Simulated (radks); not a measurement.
Values are calculated unless marked as measured or tabulated.
The nuclear charge of neutral scandium is varied continuously with 21 electrons held in [Ar] 3d1 4s2. Code: a radial shooting solver on a logarithmic mesh with Libxc functionals. Model: Dirac Kohn-Sham, PBE, spin-unpolarised, spherical densities, finite nucleus; open shells fill j = l - 1/2 first; Fermi nuclear charge, rms radius 3.5459 fm. By the Hellmann-Feynman theorem dE/dZ = E(electron-nucleus)/Z, the electronic potential at the nucleus (averaged over a nucleus of fixed radius).

Z,E (hartree),E(electron-nucleus)/Z (hartree),HOMO,e(HOMO) (eV),<r> HOMO (bohr)
20.8,-746.87421,-85.3994,3d3/2,-1.408,2.095
21,-764.06190,-86.4766,3d3/2,-3.246,1.866
21.2,-781.46456,-87.5496,3d3/2,-5.354,1.709
21.4,-799.08154,-88.6198,4s1/2,-6.966,3.385
21.6,-816.91238,-89.6882,4s1/2,-8.522,3.244
21.8,-834.95674,-90.7553,4s1/2,-10.180,3.117
22,-853.21442,-91.8213,4s1/2,-11.933,3.003

The central difference of E at Z = 21 is -86.476 hartree, to compare with the third column; the second derivative is -5.37 hartree.
